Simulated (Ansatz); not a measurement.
A run for Ansatz (an electronic-structure program): R-B3LYP-D3(BJ)/def2-TZVP on Cl2Mg (SMILES [Cl][Mg][Cl]).

Ansatz 0.2 input:
```yaml
crystal:
  periodic: [false, false, false]
  atoms:
    - {symbol: Mg, position_ang: [0.03633690, -0.02053763, 0.02617586]}
    - {symbol: Cl, position_ang: [1.47298224, 0.37115988, -1.47814940]}
    - {symbol: Cl, position_ang: [-1.53429569, -0.31509354, 1.39933380]}
basis:
  gaussian:
    orbitals: def2-TZVP
hamiltonian:
  xc: b3lyp
  dispersion: d3bj
relax: {f_tol: 0.003, max_steps: 120}
```

The log:

```
WARN ansatz: RAYON_NUM_THREADS=6 ignored (pool sized by the plan → 6); use --threads N
Functional definition: B3LYP
integrals: 0.04 GiB planned
814 factors; their error is unknown
mean field: 0.35 GiB planned
mean field evaluation 1: about -30494.1473 eV, gradient 2.6e1 eV
mean field evaluation 2: about -30493.1200 eV, gradient 3.6e1 eV
mean field evaluation 4: about -30495.9437 eV, gradient 8.2e-1 eV
mean field evaluation 8: about -30496.0197 eV, gradient 7.4e-3 eV
mean field -30496.01965277 eV, -1120.7080512949 hartree, gradient 2.4e-5 eV, S^2 0.000000; 0 other end points of the search recorded, 0 dependent functions left out
the calculation of the forces begins
reference -30496.01987372 eV, -1120.7080594147 hartree; 23, 23 occupied and 83, 83 virtual orbitals, 814 factors
relax step   1: F+E_penalty+E_count = -30496.14553306 eV  Δ(F+E_penalty+E_count) = +0.000e0 eV  max|allowed force component| = 7.484e-1 eV/Å  Δτ_max = 0.0000 Å  (24 SCF iters, accepted)
these checks for a lower state are left out or cut short: starts, cluster_reference, orbital_swaps, neighbouring_geometries, increment
integrals: 0.04 GiB planned
814 factors; their error is unknown
mean field: 0.35 GiB planned
mean field evaluation 16: about -30496.0029 eV, gradient 8.3e-3 eV
mean field -30496.08014637 eV, -1120.7102743934 hartree, gradient 1.5e-5 eV, S^2 0.000000; 0 other end points of the search recorded, 0 dependent functions left out
the calculation of the forces begins
reference -30496.08036873 eV, -1120.7102825651 hartree; 23, 23 occupied and 83, 83 virtual orbitals, 814 factors
relax step   2: F+E_penalty+E_count = -30496.20398203 eV  Δ(F+E_penalty+E_count) = -5.845e-2 eV  max|allowed force component| = 1.619e-1 eV/Å  Δτ_max = 0.0522 Å  (26 SCF iters, accepted)
these checks for a lower state are left out or cut short: starts, cluster_reference, orbital_swaps, neighbouring_geometries, increment
integrals: 0.04 GiB planned
814 factors; their error is unknown
mean field: 0.35 GiB planned
mean field -30496.08555191 eV, -1120.7104730436 hartree, gradient 1.6e-5 eV, S^2 0.000000; 0 other end points of the search recorded, 0 dependent functions left out
the calculation of the forces begins
reference -30496.08577478 eV, -1120.7104812339 hartree; 23, 23 occupied and 83, 83 virtual orbitals, 814 factors
relax step   3: F+E_penalty+E_count = -30496.20878671 eV  Δ(F+E_penalty+E_count) = -4.805e-3 eV  max|allowed force component| = 2.287e-2 eV/Å  Δτ_max = 0.0237 Å  (26 SCF iters, accepted)
these checks for a lower state are left out or cut short: starts, cluster_reference, orbital_swaps, neighbouring_geometries, increment
integrals: 0.04 GiB planned
814 factors; their error is unknown
mean field: 0.35 GiB planned
mean field evaluation 32: about -30496.0863 eV, gradient 1.6e-5 eV
mean field -30496.08632832 eV, -1120.7105015761 hartree, gradient 1.6e-5 eV, S^2 0.000000; 0 other end points of the search recorded, 0 dependent functions left out
the calculation of the forces begins
reference -30496.08655127 eV, -1120.7105097692 hartree; 23, 23 occupied and 83, 83 virtual orbitals, 814 factors
relax step   4: F+E_penalty+E_count = -30496.20953773 eV  Δ(F+E_penalty+E_count) = -7.510e-4 eV  max|allowed force component| = 1.811e-3 eV/Å  Δτ_max = 0.0267 Å  (26 SCF iters, accepted)
integrals: 0.04 GiB planned
814 factors; their error is unknown
mean field: 0.35 GiB planned
mean field -30496.08632832 eV, -1120.7105015761 hartree, gradient 1.6e-5 eV, S^2 0.000000; 1 other end points of the search recorded, 0 dependent functions left out
the calculation of the forces begins
reference -30496.08655127 eV, -1120.7105097692 hartree; 23, 23 occupied and 83, 83 virtual orbitals, 814 factors
Total energy: -30496.20976068 eV, -1120.7150376314 hartree
Atom 0 at    -0.006837     0.010834    -0.016233 Å, force    -0.001811     0.001202    -0.001548 eV/Å
Atom 1 at     1.542013     0.366274    -1.502287 Å, force     0.000788    -0.000628     0.000886 eV/Å
Atom 2 at    -1.560153    -0.341579     1.465880 Å, force     0.001023    -0.000574     0.000662 eV/Å
Dipole moment:     0.002224    -0.001506     0.001962 e Å
```

The calculation finished and met its thresholds.

Cost: roughly 13 core-seconds.
